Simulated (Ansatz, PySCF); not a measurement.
Potential energy curve for LiBr, singlet.

UKS-BLYP = unrestricted BLYP/cc-pVDZ (Ansatz, a first-principles code); RCCSD = Ansatz with CCSD on RHF/cc-pVDZ, cores with 3d frozen; UKS-B3LYP/3-21G = unrestricted B3LYP/3-21G (PySCF).

Total energies in hartree (comparable only within one method and basis):

| R / Å | UKS-BLYP | RCCSD | UKS-B3LYP/3-21G |
|---|---|---|---|
| 1.77 | -2581.69731 | -2580.00119 | -2569.29425 |
| 1.85 | -2581.71600 | -2580.02132 | -2569.31471 |
| 1.97 | -2581.73323 | -2580.04021 | -2569.33379 |
| 2.05 | -2581.73951 | -2580.04734 | -2569.34082 |
| 2.09 | -2581.74147 | -2580.04967 | -2569.34303 |
| 2.17 | -2581.74353 | -2580.05234 | -2569.34539 |
| 2.26 | -2581.74351 | -2580.05284 | -2569.34542 |
| 2.27 | -2581.74339 | -2580.05276 | -2569.34529 |
| 2.38 | -2581.74077 | -2580.05052 | -2569.34243 |
| 2.49 | -2581.73640 | -2580.04633 | -2569.33764 |
| 2.67 | -2581.72706 | -2580.03688 | -2569.32738 |
| 2.93 | -2581.71162 | -2580.02066 | -2569.31043 |
| 3.27 | -2581.69175 | -2579.99894 | -2569.28851 |
| 3.62 | -2581.67384 | -2579.97838 | -2569.26857 |
| 3.91 | -2581.66148 | -2579.96331 | -2569.25468 |
| 4.37 | -2581.64652 | -2579.94311 | -2569.23819 |
| 4.68 | -2581.63969 | -2579.93186 | -2569.23113 |
| 5.36 | -2581.63043 | -2579.91295 | -2569.22150 |
| 5.85 | -2581.62656 | -2579.90364 | -2569.21726 |
| 6.45 | -2581.62348 | -2579.88654 | -2569.21380 |
| 7.48 | -2581.62036 | — | -2569.21038 |
| 8.86 | -2581.61821 | — | -2569.20822 |

A dash means that the run gave no value there, or that the column was ended at a point which the program doubted or which failed a test of continuity chosen for this set; such a test can also cut sound points.

The unrestricted determinant behind UKS-BLYP is spin-contaminated at 4.37 to 8.86 Å (<S²> up to 0.6, against 0.00 for a pure singlet). The T1 diagnostic of CCSD on the restricted reference of RCCSD exceeds 0.045 at 5.36 to 8.86 Å. The unrestricted determinant behind UKS-B3LYP/3-21G is spin-contaminated at 4.37 to 8.86 Å (<S²> up to 0.7, against 0.00 for a pure singlet).
